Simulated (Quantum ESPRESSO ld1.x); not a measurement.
The numbers below are computed, except where a source is named.
Question: These are the eigenvalues of the occupied orbitals of an atom or ion with whole-number occupations (Ry). Level of theory: Dirac Kohn-Sham, revPBE, spin-unpolarised, spherical densities, point nucleus (ld1.x of Quantum ESPRESSO 7.5).

orbital  eigenvalue
1s1/2      -6469.75
2s1/2      -1158.65
2p1/2      -1112.58
2p3/2      -951.627
3s1/2      -280.410
3p1/2      -259.670
3p3/2      -223.757
3d3/2      -189.765
3d5/2      -182.125
4s1/2      -65.8392
4p1/2      -56.8690
4p3/2      -48.0787
4d3/2      -33.4949
4d5/2      -31.8545
5s1/2      -13.5907
4f5/2      -12.9788
4f7/2      -12.6089
5p1/2      -10.5337
5p3/2      -8.88966
5d3/2      -4.64453
5d5/2      -4.44426

Which element is it, and in what charge state? The configuration may be excited. Open shells, if any, fill j = l - 1/2 first.

Answer: Z = 82, lead, charge +4: Pb4+ in [Xe] 4f14 5d10. The list shows which subshells hold electrons but not how many an open one holds; the 1s level, -3234.9 hartree, gives Z - s = 80.4 by -(Z - s)^2/2, which with screening and relativity narrows Z to a few neighbours, and the depths of the outer levels then fix element, charge and occupations together.
